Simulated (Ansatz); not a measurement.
`O[CH2][SnH2][SH]` + `OB(O)[SiH3]` → `[SiH3][SnH2][SH]` + `OCB(O)O`  (redistribution)

Program: Ansatz. Geometries: PBE0-D4/def2-TZVP. ΔE: electronic, gas phase. CCSD(T)/CBS adds triple-zeta CCSD(T) − MP2 to the extrapolated MP2 energy (def2 sets, frozen cores). DFT in def2-TZVPP. B3LYP here is the variant with VWN-RPA as its local correlation; programs differ in this. def2 core potentials past Kr. For Sn outer-core shells are correlated without core-valence functions, which leaves a few kJ/mol of doubt a bond. Each species was taken in one conformer, which may not be the lowest.

CCSD(T)/CBS gives -98.2 kJ/mol.

Task: Another level gave -102.0 kJ/mol. Which?
A. HF/def2-TZVPP
B. CCSD/def2-TZVPP
C. PBE-D4/def2-TZVPP
D. B3LYP-D4/def2-TZVPP

Result: B. CCSD/def2-TZVPP -102.0, HF/def2-TZVPP -118.7, PBE-D4 -89.4, B3LYP-D4 -96.9 kJ/mol.

Largest T1 diagnostic among the species: 0.014.

In def2-TZVPP, CCSD(T) changes the Hartree–Fock value by +21.4 kJ/mol (the triples alone add +4.7 kJ/mol) and MP2 by +20.3 kJ/mol. From PBE to PBE0 (25 % exact exchange), in def2-TZVPP and without D4, ΔE moves by −11.0 kJ/mol.
